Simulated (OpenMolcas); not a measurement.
**Ag3+: moving or changing the point charges**

Ag3+ among 6 point charges of -1.7 e arranged as a tetragonal octahedron (D4h), 2.12 Å from the ion, with the axial distance 2.438 Å.
```
   2.1200    0.0000    0.0000  -1.70
   0.0000    2.1200    0.0000  -1.70
  -2.1200    0.0000    0.0000  -1.70
   0.0000   -2.1200    0.0000  -1.70
   0.0000    0.0000    2.4380  -1.70
   0.0000    0.0000   -2.4380  -1.70
```

* Program: OpenMolcas
* Method: CASSCF
* Basis: ANO-RCC-VTZP [7s6p4d2f1g]
* Scalar Hamiltonian: DKH2, point nucleus
* Active space: 8 electrons in 5 orbitals (4d)
* State averaging: 2S+1 = 3 even, 10 roots; 2S+1 = 1 even, 15 roots
* Spin-orbit coupling: RASSI with atomic mean-field integrals over the reference wave functions

Runs around this geometry, states (labels of D4, the rotations of D4h). Energies in cm-1 above the lowest state or level, χT in cm3 K/mol.

```tsv
R (Å)	q (e)	Axial / equatorial distance	Ground state	First state of that spin	First gap with spin-orbit (degeneracies)	χT at 300 K	First state of another spin
2.12	-1.1	1.15	3B1	3E 1620	49.9 (2, 1)	2.872	1A1 14541
1.94	-1.7	1.15	3B1	3E 3777	9.1 (1, 2)	2.347	1A1 14050
2.12	-1.7	1.15	3B1	3E 2423	31.3 (2, 1)	2.630	1A1 14376
2.28	-1.7	1.15	3B1	3E 1665	63.5 (2, 1)	2.842	1A1 14396
2.12	-1.7	1.24	3B1	3E 1729	56.7 (2, 1)	2.755	1A1 13415
```

Taking the first state of the same spin as R^-n, n = -ln(1665 / 3777) / ln(2.28 / 1.94) = 5.1 between the shortest and longest distance.

Scaling the charges by -1.1 / -1.7 = 0.65 scales the first state of the same spin by 1620 / 2423 = 0.67; with fixed orbitals a first-order splitting would follow the charge.

Without dynamic correlation the repulsion within the d shell is too large (B by tens of per cent), so at a given field states of lower spin stand too high. Real 4d8 and 5d8 ions are as a rule square planar and diamagnetic. This shell can be high or low spin here, a state of another spin lies low, and with metal d orbitals alone active their balance is uncertain, so the ground spin may be wrong. Point charges give a weaker field than real ligands, and real ions of this kind are as a rule low spin; the high spin found here belongs to the model. Spin-orbit coupling mixes the spin-free states strongly: the lowest level takes only 64 % from its leading state, 3B1 (figures for R = 2.12, q = -1.1, ratio = 1.15; the like holds for R = 2.28, q = -1.7, ratio = 1.15, R = 2.12, q = -1.7, ratio = 1.24). The ground term spreads over less than 5000 cm-1, several times less than with real ligands, so orbital moments are less quenched and χT lies further from the spin-only value than at real sites (holds for R = 2.12, q = -1.1, ratio = 1.15; R = 2.28, q = -1.7, ratio = 1.15). This is an electrostatic model: the charges have no orbitals. No measured value stands beside these numbers.
